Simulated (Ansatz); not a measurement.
System: LaF2, charge 1, multiplicity 1. 
Coordinates optimised at B3LYP-D3(BJ)/def2-TZVP (Ansatz, a quantum-chemistry and plane-wave program):
```
La
F 1 2.0689
F 1 2.0689 2 109.58
```
Charge +1, spin multiplicity 1.

Quantity: vertical electron affinity (to the doublet state of charge +0; a negative value means that the extra electron is unbound and the number depends on the basis; each state is the SCF solution reached for its spin), in eV. Cores are frozen in the correlated levels unless marked. UHF or UKS for open shells. No spin-orbit coupling. Frozen are the shells of the preceding noble gas and the d and f shells that filled before the atom's block. Past Kr the def2 sets carry scalar-relativistic core potentials. CBS(X,Y): correlation extrapolated as X^-3; Hartree-Fock from the larger set. [CCSD(T)-MP2]/basis is that difference in the basis named.

```csv
level,program,vertical electron affinity (eV)
HF/def2-TZVPPD,Ansatz,5.34
PBE0/def2-TZVPD,Ansatz,5.80
wB97X-V/def2-TZVPD,Ansatz,5.58
wB97X/def2-TZVPD,Ansatz,5.46
```

Problem. Predict the RI-MP2/CBS(def2-TZVPPD,def2-QZVPPD)+[CCSD(T)-MP2]/def2-TZVPPD result (Ansatz).

Solution. 5.39 eV
